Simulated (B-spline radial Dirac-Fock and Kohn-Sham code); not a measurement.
# Compton profile of Te²⁺

System: the Te²⁺ ion in the configuration [Kr] 4d10 5s1 5p3 (not the ground configuration).

The run's input, task.json:

```json
{"items": [{
  "Z": 52,
  "q": 2,
  "cfg": [[1, 0, 2], [2, 0, 2], [2, 1, 6], [3, 0, 2], [3, 1, 6], [3, 2, 10], [4, 0, 2], [4, 1, 6], [4, 2, 10], [5, 0, 1], [5, 1, 3]],
  "A": 130,
  "rrms": 4.7423,
  "do": ["scatter"],
  "s": [0.0, 0.05, 0.1, 0.15, 0.2, 0.25, 0.3, 0.35, 0.4, 0.45, 0.5, 0.6, 0.7, 0.8, 0.9, 1.0, 1.1, 1.2, 1.4, 1.6, 1.8, 2.0, 2.5, 3.0, 3.5, 4.0, 5.0, 6.0],
  "pz": [0, 0.1, 0.14, 0.21, 0.3, 0.42, 0.61, 0.87, 1.3, 1.8, 2.6, 3.7, 5.3, 7.6, 11.0, 16.0, 22.0, 32.0, 46.0, 66.0, 95.0],
  "hv_scatter": [1000, 2000, 5000, 8047.8, 17479.3, 20000, 100000, 500000]
}]}
```

Run with: `python xray_run.py task.json out`

These are calculated numbers from a radial B-spline solver; the model is the impulse approximation on Dirac-Fock densities. pz is in atomic units of momentum; subshell profiles are per electron, for a selection of subshells; open shells are spread over both j values by their weights.

| pz | J total | J 3s1/2 | J 3d3/2 | J 5p1/2 | J 5p3/2 |
| --- | --- | --- | --- | --- | --- |
| 0 | 7.561 | 0.130 | 0.0530 | 0.564 | 0.582 |
| 0.1 | 7.534 | 0.129 | 0.0530 | 0.563 | 0.581 |
| 0.14 | 7.507 | 0.129 | 0.0530 | 0.563 | 0.581 |
| 0.21 | 7.435 | 0.129 | 0.0530 | 0.559 | 0.577 |
| 0.3 | 7.293 | 0.129 | 0.0530 | 0.547 | 0.563 |
| 0.42 | 7.015 | 0.128 | 0.0530 | 0.512 | 0.523 |
| 0.61 | 6.418 | 0.126 | 0.0530 | 0.408 | 0.408 |
| 0.87 | 5.567 | 0.122 | 0.0530 | 0.230 | 0.220 |
| 1.3 | 4.643 | 0.113 | 0.0530 | 0.0536 | 0.0475 |
| 1.8 | 3.946 | 0.100 | 0.0530 | 0.0166 | 0.0167 |
| 2.6 | 2.839 | 0.0763 | 0.0528 | 0.0138 | 0.0134 |
| 3.7 | 1.799 | 0.0457 | 0.0514 | 0.00427 | 0.00369 |
| 5.3 | 1.188 | 0.0185 | 0.0461 | 0.000937 | 0.000934 |
| 7.6 | 0.7687 | 0.00908 | 0.0329 | 0.000738 | 0.000699 |
| 11 | 0.4063 | 0.00801 | 0.0150 | 0.000156 | 0.000131 |
| 16 | 0.1843 | 0.00273 | 0.00381 | 4.33e-05 | 4.57e-05 |
| 22 | 0.08533 | 0.000456 | 0.000741 | 3.46e-05 | 3.35e-05 |
| 32 | 0.03077 | 0.000262 | 6.61e-05 | 1.09e-05 | 9.30e-06 |
| 46 | 0.01037 | 0.000154 | 4.32e-06 | 1.89e-06 | 1.42e-06 |
| 66 | 0.003016 | 4.65e-05 | < 1e-6 | < 1e-6 | < 1e-6 |
| 95 | 0.0007164 | 9.90e-06 | < 1e-6 | < 1e-6 | < 1e-6 |

J(0) = 7.561. The 5p3/2 subshell gives the largest part, 15 %.

Mean momentum ⟨p⟩ by subshell (a.u.): 1s1/2 48.1, 2s1/2 17.0, 2p1/2 22.7, 2p3/2 21.5, 3s1/2 8.26, 3p1/2 9.87, 3p3/2 9.52, 3d3/2 11.3, 3d5/2 11.2, 4s1/2 3.84, 4p1/2 4.24, 4p3/2 4.10, 4d3/2 4.15, 4d5/2 4.10, 5s1/2 1.36, 5p1/2 1.37, 5p3/2 1.32.
